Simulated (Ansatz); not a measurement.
Consider the cleavage of the B–Si bond: `B[SiH](O)F` + `OCO[SiH3]` → `BOCO[SiH3]` + `O[SiH2]F`.

Computed with Ansatz on PBE0-D4/def2-TZVP structures; ΔE is electronic, products minus reactants. CCSD(T)/CBS adds triple-zeta CCSD(T) − MP2 to the extrapolated MP2 energy (def2 sets, frozen cores). Functionals use def2-TZVPP. Each species was taken in one conformer, which may not be the lowest.

```json
{"level": "B97M-V", "ΔE (kJ/mol)": "-177.3"}
{"level": "BHLYP-D4", "ΔE (kJ/mol)": "-185.5"}
{"level": "ωB97X-V", "ΔE (kJ/mol)": "-177.4"}
{"level": "CCSD/CBS(def2)", "ΔE (kJ/mol)": "-178.9"}
```

Question: What does CCSD(T)/CBS give? (Best estimate.)

Answer: The calculation gave: -180.4 kJ/mol. The listed levels differ from it by 3.1, -5.1, 3.0, 1.5 kJ/mol.

Largest T1 diagnostic among the species: 0.013.

At CCSD(T), def2-SVP lies −19.9 kJ/mol from the extrapolated value and def2-TZVPP −1.9 kJ/mol. Leaving LDA and LC-ωPBE aside and taking each functional with its dispersion term where it has one, the values, not all of them listed here, spread over 18.3 kJ/mol, from CAM-B3LYP-D4 to revPBE-D4. LDA lies −13.9 kJ/mol from PBE without D4.
